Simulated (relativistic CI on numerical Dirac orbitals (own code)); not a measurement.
## Slater and spin-orbit integrals, Hf V

Calculated at this level of theory: Dirac-Coulomb-Breit CI, KLI orbitals optimised for each configuration, model QED (radiative potential, 1s self-energy scaled to tabulated hydrogen-like ionisation energies), valence Slater integrals scaled by 0.85, P86 correlation energy added to each configuration (own radial code, finite nucleus).

Slater integrals F^k, G^k are unscaled and averaged over j, outside the closed core [Kr] 4d10; ζ comes from projecting the Hamiltonian with its Breit term on Σ l·s of the shell.

- 4f13 5s2 5p6 5d: ζ(4f) = 3826.6, F^2(4f,5d) = 35258, F^4(4f,5d) = 16896, G^1(4f,5d) = 14243, G^3(4f,5d) = 12285, G^5(4f,5d) = 9544.6, ζ(5d) = 2276.1 cm⁻¹; <r>(4f) = 0.6444, <r^2>(4f) = 0.5218, <r>(5d) = 1.748, <r^2>(5d) = 3.491 (bohr units).
- 4f14 5s2 5p5 5d: ζ(5p) = 43579, F^2(5p,5d) = 62444, G^1(5p,5d) = 73876, G^3(5p,5d) = 45842, ζ(5d) = 2142.4 cm⁻¹; <r>(5p) = 1.294, <r^2>(5p) = 1.893, <r>(5d) = 1.782, <r^2>(5d) = 3.627 (bohr units).
- 4f13 5s2 5p6 6s: ζ(4f) = 3822.6, G^3(4f,6s) = 4035.6 cm⁻¹; <r>(4f) = 0.6425, <r^2>(4f) = 0.5176, <r>(6s) = 2.572, <r^2>(6s) = 7.352 (bohr units).

In this model ζ of a weakly bound d, f or g electron outside closed shells comes out too small, for d by up to a factor of two or three and at times with the wrong sign; that of an outer p electron is too small as well.

Averages of the first 10 configurations, taken without configuration mixing, which lowers the lowest level and can move excited configurations by several eV; other configurations of the list can lie among them:

| Configuration | Parity | States | Average energy above the lowest level (eV) |
| --- | --- | --- | --- |
| 4f14 5s2 5p6 | even | 1 | 0.2 |
| 4f13 5s2 5p6 5d | odd | 140 | 19.6 |
| 4f14 5s2 5p5 5d | odd | 60 | 37.8 |
| 4f13 5s2 5p6 6s | odd | 28 | 25.9 |
| 4f13 5s2 5p6 6p | even | 84 | 33.8 |
| 4f14 5s2 5p5 5f | even | 84 | 62.3 |
| 4f14 5s2 5p5 5g | odd | 108 | 70.5 |
| 4f14 5s2 5p5 6s | odd | 12 | 43.2 |
| 4f13 5s2 5p6 6d | odd | 140 | 43.9 |
| 4f14 5s 5p6 5d | even | 20 | 73.9 |
